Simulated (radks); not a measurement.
Values are calculated unless marked as measured or tabulated.
All-electron atom: Ge5+ in [Ar] 3d9. Code: a radial shooting solver on a logarithmic mesh with Libxc functionals. Model: Dirac Kohn-Sham, LB94 model potential, spin-unpolarised, spherical densities, finite nucleus; open shells fill j = l - 1/2 first; Fermi nuclear charge, rms radius 4.0742 fm.

X-ray form factor f0, the Fourier transform of the density (f0(0) = 27):

sin(theta)/lambda (1/angstrom),f0 (electrons)
0.05,26.829
0.1,26.329
0.15,25.530
0.2,24.481
0.25,23.241
0.3,21.873
0.4,18.985
0.5,16.207
0.6,13.772
0.8,10.201
1,8.101
1.25,6.675
1.5,5.808
2,4.452
